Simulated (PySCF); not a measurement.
Computed shifts of a molecule C3H5ClOSi, PySCF with PBE/pcSseg-1, GIAO, gas phase, equivalent atoms averaged, in ppm (number of nuclei): ¹³C: 78.4 (1), 74.5 (1), 16.7 (1). ²⁹Si: 4.3 (1). ¹H: 5.61 (1), 2.24 (1), 2.05 (1), 1.92 (1), 1.86 (1). References: ¹³C against TMS (σ = 182.0 ppm); ²⁹Si against TMS (σ = 335.4 ppm); ¹⁷O against H2O (σ = 334.3 ppm); ³⁵Cl against HCl (σ = 936.5 ppm); ¹H against TMS (σ = 31.49 ppm), references at their B3LYP-D3(BJ)/def2-TZVP geometries, non-relativistic (without spin–orbit terms, shifts of atoms bonded to Cl or Br come out too high). Geometry: PBE0-D3(BJ)/def2-SVP. Other conformers were not sampled.

### Question
Identify the compound among the candidates.
(A) CC1=CO[Si@@H]1Cl
(B) [SiH3]C1=C(Cl)OC1
(C) C#CC[Si@@H](O)Cl
(D) CC#C[Si@H](O)Cl

### Answer
C, C#CC[Si@@H](O)Cl
